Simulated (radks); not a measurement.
Charge is removed step by step from the 5s down level of neutral zirconium, starting from [Kr] 4d2 5s(up 1, down 1). Method: scalar-relativistic Kohn-Sham, PBEsol, spin-polarised, spherical densities, finite nucleus; open shells are filled with parallel spins first (spin-orbit coupling, left out, can overturn this in heavy ions); Fermi nuclear charge, rms radius 4.2694 fm; computed with a radial shooting solver on a logarithmic mesh with Libxc functionals.

removed (e) = 0: E - E(0) (eV) 0.000; eigenvalue (eV) -4.060
removed (e) = 0.125: E - E(0) (eV) 0.544; eigenvalue (eV) -4.644
removed (e) = 0.25: E - E(0) (eV) 1.161; eigenvalue (eV) -5.229
removed (e) = 0.375: E - E(0) (eV) 1.851; eigenvalue (eV) -5.816
removed (e) = 0.5: E - E(0) (eV) 2.615; eigenvalue (eV) -6.401
removed (e) = 0.625: E - E(0) (eV) 3.451; eigenvalue (eV) -6.986
removed (e) = 0.75: E - E(0) (eV) 4.361; eigenvalue (eV) -7.576
removed (e) = 0.875: E - E(0) (eV) 5.346; eigenvalue (eV) -8.184

The mean slope of the eigenvalue, de/dn, is 4.71 eV per electron.
